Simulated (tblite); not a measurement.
Species: C4H14B2S.
Structure used (GFN2-xTB), in Å, numbered top down from 1:
```xyz
21
C4H14B2S angstrom
C      2.557    0.799    1.277
B      1.471    0.117    0.341
C      1.967   -0.178   -1.144
B     -0.042   -0.265    0.949
S     -1.259   -0.943   -0.498
C     -1.604    0.595   -1.405
C     -2.841   -1.062    0.395
H      2.130    1.444    2.043
H      3.314    1.368    0.738
H      3.085    0.006    1.809
H      1.360   -0.896   -1.697
H      2.998   -0.529   -1.168
H      1.959    0.754   -1.713
H     -0.688    0.630    1.410
H     -0.030   -1.200    1.691
H     -0.722    0.822   -1.994
H     -2.460    0.446   -2.056
H     -1.787    1.397   -0.697
H     -3.655   -1.135   -0.320
H     -2.960   -0.192    1.034
H     -2.800   -1.959    1.003
```

Computed values, GFN2-xTB/tblite, gas phase, harmonic and unscaled. This tight-binding method is rough: wavenumbers can miss measured ones by several per cent, in bad cases by 10 to 20. Modes of hydrogen on boron can be 10 to 20 % off. One conformer, not necessarily the lowest.

Harmonic wavenumbers (cm⁻¹): 39.9, 66.6, 77.9, 104.1, 118.9, 133.7, 163.5, 182.0, 202.7, 246.0, 272.6, 275.4, 332.6, 459.4, 588.7, 639.1, 704.7, 713.0, 732.3, 828.9, 850.9, 867.7, 884.7, 909.5, 932.8, 962.5, 996.4, 1018.0, 1099.8, 1112.1, 1200.5, 1310.0, 1316.2, 1381.9, 1388.8, 1430.6, 1439.9, 1442.6, 1451.0, 1496.4, 1503.9, 1510.4, 1517.9, 2389.2, 2429.7, 2973.9, 2987.5, 2989.0, 3000.4, 3009.5, 3021.9, 3034.8, 3037.6, 3045.5, 3047.1, 3069.4, 3077.3.

A = 3573, B = 1065, C = 942.9 MHz; mass 116.100 u (most abundant isotopes); point group C1, symmetry number 1.

Task: Zero-point energy?

Result: Half the sum of the wavenumbers: 38010 cm⁻¹ = 454.70 kJ/mol.

Task: Entropy at 500 K, 1 bar (ideal gas, RRHO, classical rotation)?

Result: Translation 178.90, rotation 127.30, vibration 264.42: S = 570.6 J/(mol K).

Task: And Cp and H(500 K) − H(0)?

Result: Cp = 261.21 J/(mol K), of which vibrations give 227.95 (their classical limit is 57 R = 473.9); H(500 K) − H(0) = 80.37 kJ/mol without the zero-point energy, 63.74 from vibrations.

Task: How do the functions run with temperature in this model?

Result: 
```
T (K)  S (J/(mol K))  Cp (J/(mol K))  H − H(0) (kJ/mol)  G − H(0) (kJ/mol)  ln q(vib)
  100          307.4           101.5               6.61             -24.13       2.63
  200          391.3           143.7              18.96             -59.30       6.50
  300          457.4           185.2              35.40            -101.82      10.04
  800          711.6           338.8             171.28            -398.01      25.13
 1000          791.2           374.5             242.78            -548.46      30.36
```

q(vib) and H(0) count from the zero-point level.

Task: What must be added to the electronic energy to get the Gibbs energy at 500 K and 1 bar?

Result: ZPE + [H(500 K) − H(0)] − T·S = 454.70 + 80.37 − 285.31 = 249.76 kJ/mol.

Task: Which modes carry the vibrational entropy at 500 K?

Result: 39.9 cm⁻¹: 26.32; 66.6 cm⁻¹: 22.06; 77.9 cm⁻¹: 20.77; 104.1 cm⁻¹: 18.37; 118.9 cm⁻¹: 17.27; 133.7 cm⁻¹: 16.31 J/(mol K); the other 51 give 143.32 together.

Task: Blend soft modes into free rotors: weight 1/[1 + (100 cm⁻¹/ν̃)⁴] for the oscillator and the rest for a rotor with moment μB/(μ + B), μ = h/(8π²ν), B = 10⁻⁴⁴ kg m². What vibrational entropy results?

Result: 242.06 J/(mol K) in place of 264.42, which changes −T·S at 500 K by +11.18 kJ/mol.

Hindered rotation and anharmonicity are outside this model. Other conformers, if any are populated, would add a mixing term that is left out. The structure is chiral; the term R ln 2 for an equal mix with its mirror image is left out.
